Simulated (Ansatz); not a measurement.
Program: Ansatz. Geometries: PBE0-D4/def2-TZVP. ΔE: electronic, gas phase. CCSD(T)/CBS is the MP2 limit (def2-TZVPP, def2-QZVPP) plus CCSD(T) − MP2 in def2-TZVPP, frozen cores. This one scheme is used for every species. DFT in def2-TZVPP. B3LYP here is the variant with VWN-RPA as its local correlation; programs differ in this. Each species was taken in one conformer, which may not be the lowest.

`BO[SiH](O)[SiH3]` + `OB1CO1` → `BOB1CO1` + `O[SiH](O)[SiH3]`  (ligand exchange at a B–O bond)

`BO[SiH](O)[SiH3]`:

Cartesian coordinates in Å:
```
B -2.132 -0.431 0.081
O -1.327 0.167 -0.816
Si 0.299 0.516 -0.788
O 1.075 -0.404 -1.901
Si 1.277 0.023 1.283
H -3.284 -0.596 -0.207
H -1.692 -0.785 1.146
H 0.374 1.955 -1.158
H 0.908 -0.235 -2.830
H 2.702 0.449 1.246
H 0.587 0.773 2.367
H 1.212 -1.433 1.576
```

`OB1CO1`:

Z-matrix (Å, degrees):
```
C
B 1 1.507
O 1 1.511 2 52.5
H 1 1.087 2 122.7 3 94.5
H 1 1.087 2 122.7 3 -94.5
O 2 1.341 1 159.4 3 -180.0
H 6 0.959 2 113.6 1 -0.0
```

`BOB1CO1`:

Z-matrix (Å, degrees):
```
C
O 1 1.522
B 1 1.502 2 52.2
H 1 1.086 2 112.2 3 114.9
H 1 1.086 2 112.2 3 -114.9
O 3 1.352 1 155.8 2 177.5
B 6 1.364 3 126.2 1 163.1
H 7 1.195 6 117.0 3 173.4
H 7 1.198 6 119.9 3 -7.4
```

`O[SiH](O)[SiH3]`:

Cartesian coordinates in Å:
```
O -1.807 -0.681 0.483
Si -0.441 0.227 0.636
O -0.641 1.777 0.119
Si 1.322 -0.603 -0.666
H -2.125 -0.856 -0.405
H -0.177 0.189 2.098
H -1.248 2.336 0.609
H 0.912 -0.662 -2.097
H 1.674 -1.982 -0.228
H 2.530 0.256 -0.550
```

```
          level  ΔE (kcal/mol)
         PBE-D4            5.5
      r2SCAN-D4            5.2
       B3LYP-D4            5.1
           PBE0            5.0
CCSD/def2-TZVPP            4.8
 MP2/def2-QZVPP            4.8
   HF/CBS(def2)            3.5
 CCSD/CBS(def2)            4.5
```

Task: What does CCSD(T)/CBS give? (Estimate.)

Result: The calculation gave: +4.7 kcal/mol. The listed levels differ from it by 0.8, 0.5, 0.4, 0.3, 0.1, 0.1, -1.2, -0.2 kcal/mol.

Largest T1 diagnostic among the species: 0.015.

In def2-TZVPP, CCSD(T) changes the Hartree–Fock value by +1.5 kcal/mol (the triples alone add +0.2 kcal/mol) and MP2 by +1.5 kcal/mol. The D4 term adds +0.8 kcal/mol with B3LYP and +0.5 kcal/mol with PBE0; it sums over pairs of atoms, weighted by their polarisabilities, and B3LYP, whose exchange is more repulsive, gets the larger term.
